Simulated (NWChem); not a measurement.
System meant: RbCl; SMILES [Cl][Rb]

Input file for NWChem:

```
start job
memory heap 200 mb stack 900 mb global 1100 mb
geometry units angstroms noautoz
  Rb     0.000000     0.000000    -0.903055
  Cl     0.000000     0.000000     1.911525
end
basis spherical
  Rb library def2-svp
  Cl library def2-svp
end
dft
  xc pbe0
  iterations 150
  mulliken
end
task dft energy
```

End of the output:

```
             Northwest Computational Chemistry Package (NWChem) 7.3.0
             --------------------------------------------------------

 ORDER OF PRIMARY AXIS IS BEING SET TO 4
 C4V symmetry detected

                             Geometry "geometry" -> ""
                             -------------------------

 Output coordinates in angstroms (scale by  1.889725989 to convert to a.u.)

  No.       Tag          Charge          X              Y              Z
 ---- ---------------- ---------- -------------- -------------- --------------
    1 Rb                  37.0000     0.00000000     0.00000000    -0.88607148
    2 Cl                  17.0000     0.00000000     0.00000000     1.92850852

 Effective nuclear repulsion energy (a.u.)     118.2600919572

      Symmetry information
      --------------------

 Group name             C4v
 Group number             18
 Group order               8
 No. of unique centers     2

                                 NWChem DFT Module
                                 -----------------

 Summary of "ao basis" -> "ao basis" (spherical)
 ------------------------------------------------------------------------------
       Tag                 Description            Shells   Functions and Types
 ---------------- ------------------------------  ------  ---------------------
 Rb                         def2-svp                10       24   5s3p2d
 Cl                         def2-svp                 8       18   4s3p1d

      Symmetry analysis of basis
      --------------------------

        a1         18
        a2          0
        b1          3
        b2          3
        e          18

            General Information
            -------------------
          SCF calculation type: DFT
          Wavefunction type:  closed shell.
          No. of atoms     :     2
          No. of electrons :    54
           Alpha electrons :    27
            Beta electrons :    27
          Charge           :     0
          Spin multiplicity:     1
          Use of symmetry is: on ; symmetry adaption is: on
          Maximum number of iterations: 150
          AO basis - number of functions:    42
                     number of shells:    18
          Convergence on energy requested:  1.00D-06
          Convergence on density requested:  1.00D-05
          Convergence on gradient requested:  5.00D-04

              XC Information
              --------------
                         PBE0 Method XC Functional
                     Hartree-Fock (Exact) Exchange  0.250
          PerdewBurkeErnzerhof Exchange Functional  0.750
            Perdew 1991 LDA Correlation Functional  1.000 local
           PerdewBurkeErnz. Correlation Functional  1.000 non-local

             Grid Information
             ----------------
          Grid used for XC integration:  medium
          Radial quadrature: Mura-Knowles
          Angular quadrature: Lebedev.
          Tag              B.-S. Rad. Rad. Pts. Rad. Cut. Ang. Pts.
          ---              ---------- --------- --------- ---------
          Rb                  2.35      123          13.0       590
          Cl                  1.00       88          11.0       590
          Grid pruning is: on
          Number of quadrature shells:   211
          Spatial weights used:  Erf1

      Superposition of Atomic Density Guess
      -------------------------------------

 Sum of atomic energies:        -945.44799889

      Non-variational initial energy
      ------------------------------

 Total energy =    -946.032387
 1-e energy   =   -1532.490379
 2-e energy   =     468.197899
 HOMO         =      -0.258446
 LUMO         =      -0.160177

      Symmetry analysis of molecular orbitals - initial
      -------------------------------------------------

 !! scf_movecs_sym_adapt:    6 vectors were symmetry contaminated

  Symmetry fudging

 !! scf_movecs_sym_adapt:    4 vectors were symmetry contaminated

  Numbering of irreducible representations:

     1 a1          2 a2          3 b1          4 b2          5 e

  Orbital symmetries:

     1 a1          2 a1          3 a1          4 a1          5 e
     6 e           7 a1          8 a1          9 e          10 e
    11 a1         12 a1         13 e          14 e          15 b1
    16 b2         17 a1         18 e          19 e          20 a1
    21 a1         22 e          23 e          24 a1         25 e
    26 e          27 a1         28 b2         29 b1         30 e
    31 e          32 a1         33 a1         34 a1         35 a1
    36 e          37 e

     ---------------------------------------------
      Total Density - Mulliken Population Analysis
     ---------------------------------------------

    Atom       Charge   Shell Charges
 -----------   ------   -------------------------------------------------------
    1 Rb  37    36.22   2.00  2.01  2.01  2.93 -0.90  6.00  6.07  5.84 10.14  0.11
    2 Cl  17    17.78   2.00  1.99  1.24  0.67  5.95  2.22  3.62  0.09

   convergence    iter        energy       DeltaE   RMS-Dens  Diis-err
 ---------------- ----- ----------------- --------- --------- ---------
 d= 0,ls=0.0,diis     1   -948.8111094423 -1.07D+03  4.52D-02  2.19D-01
 d= 0,ls=0.0,diis     2   -948.8295119783 -1.84D-02  9.53D-03  4.09D-02
 d= 0,ls=0.0,diis     3   -948.8337048830 -4.19D-03  7.84D-03  2.27D-03
 d= 0,ls=0.0,diis     4   -948.8334457259  2.59D-04  5.09D-03  1.06D-03
 d= 0,ls=0.0,diis     5   -948.8344221560 -9.76D-04  4.94D-04  2.13D-06
  Resetting Diis
 d= 0,ls=0.0,diis     6   -948.8344262228 -4.07D-06  1.04D-04  7.60D-08
 d= 0,ls=0.0,diis     7   -948.8344263511 -1.28D-07  2.44D-05  6.07D-09
 d= 0,ls=0.0,diis     8   -948.8344263438  7.28D-09  2.07D-05  1.21D-08
 d= 0,ls=0.0,diis     9   -948.8344263539 -1.02D-08  4.46D-06  1.22D-09

         Total DFT energy =     -948.834426353948
      One electron energy =    -1540.548212690920
           Coulomb energy =      516.381847153747
    Exchange-Corr. energy =      -42.928152773944
 Nuclear repulsion energy =      118.260091957169

 Numeric. integr. density =       53.999999717146

                  Occupations of the irreducible representations
                  ----------------------------------------------

                     irrep           alpha         beta
                     --------     --------     --------
                     a1               13.0         13.0
                     a2                0.0          0.0
                     b1                1.0          1.0
                     b2                1.0          1.0
                     e                12.0         12.0

                       DFT Final Molecular Orbital Analysis
                       ------------------------------------

[...]
```

Q: Find the fault in this run and fix the input.

A: The run ends normally but its numbers are meaningless: the def2 basis of a heavy element holds valence functions alone and wants its effective core potential (without it all electrons must fit into that basis). This input runs:
```
start job
memory heap 200 mb stack 900 mb global 1100 mb
geometry units angstroms noautoz
  Rb     0.000000     0.000000    -0.903055
  Cl     0.000000     0.000000     1.911525
end
basis spherical
  Rb library def2-svp
  Cl library def2-svp
end
ecp
  Rb library def2-ecp
end
dft
  xc pbe0
  iterations 150
  mulliken
end
task dft energy
```
It converges to -484.07115 Ha (PBE0/def2-SVP with def2 effective core potentials on Rb). The faulty run gave -948.834 Ha, with all electrons squeezed into the valence basis.
